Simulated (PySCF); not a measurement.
# Mayer bond orders and bond lengths

Species: C5H14SSi2.
SMILES with atom numbers: `[CH3:1][S:2]/[CH:3]=[CH:4]/[C@@H:5]([CH3:6])[SiH2:7][SiH3:8]` (hydrogens: H9, H10, H11 on C1; H12 on C3; H13 on C4; H14 on C5; H15, H16, H17 on C6; H18, H19 on Si7; H20, H21, H22 on Si8)

Cartesian coordinates in Å at the GFN2-xTB level; atoms count from 1:
```xyz
22
C5H14SSi2 angstrom
C      3.6299    1.3439   -0.1385
S      2.5935    0.6957    1.2075
C      1.3097   -0.0325    0.2477
C      0.2901   -0.7073    0.7622
C     -0.8347   -1.2531   -0.0442
C     -1.2282   -2.6497    0.4262
Si    -2.3089   -0.0169    0.0644
Si    -1.5991    2.0962   -0.5359
H      4.4699    1.8504    0.3254
H      3.9864    0.5214   -0.7525
H      3.0536    2.0482   -0.7322
H      1.4131    0.1339   -0.8136
H      0.2296   -0.8512    1.8318
H     -0.5195   -1.3128   -1.0917
H     -2.0616   -3.0289   -0.1613
H     -1.5281   -2.6310    1.4719
H     -0.3933   -3.3424    0.3241
H     -2.8331   -0.1003    1.4356
H     -3.3710   -0.5712   -0.7920
H     -2.7315    3.0022   -0.7418
H     -0.8428    2.1022   -1.7943
H     -0.7344    2.7225    0.4655
```

Bond orders from the PBE0/pcSseg-1 density (PySCF). The structure is a single GFN2-xTB conformer in the gas phase; no vibrational or solvent corrections.

Task: Where do the orders between heavy atoms depart from those drawn in the SMILES?

Result: The largest departure is 0.201, at C3–C4 (drawn double, 1.799). Drawn single, order below 0.88: C5–Si7 (0.863).

Task: Give the Mayer order of every bond between heavy atoms, beside its length.

Result: 
```csv
bond,drawn as,length (Å),Mayer order
C1–S2,single,1.818,0.999
S2–C3,single,1.761,1.036
C3–C4,double,1.327,1.799
C4–C5,single,1.488,1.004
C5–C6,single,1.525,1.036
C5–Si7,single,1.927,0.863
Si7–Si8,single,2.309,0.916
```

By pair of heavy elements: C–S: lowest C1–S2 (0.999, 1.818 Å), highest S2–C3 (1.036, 1.761 Å). C–C: lowest C4–C5 (1.004, 1.488 Å), highest C3–C4 (1.799, 1.327 Å); in 1 of the 3 pairs the longer bond (by over 0.003 Å) has the higher order (by 0.02 or more).

Task: And the bonds to hydrogen?

Result: C–H: 0.94 to 0.96 (9 bonds); H–Si: 0.93 to 0.94 (5 bonds).

Task: Sum the orders of all bonds at each heavy atom with more than one neighbour and set the sums beside the valence in the SMILES.

Result: C1 3.855 (drawn 4), S2 2.035 (drawn 2), C3 3.770 (drawn 4), C4 3.757 (drawn 4), C5 3.842 (drawn 4), C6 3.925 (drawn 4), Si7 3.643 (drawn 4), Si8 3.715 (drawn 4). Orders between atoms that aren't bonded are not in these sums.

Mayer orders depend on the basis set.
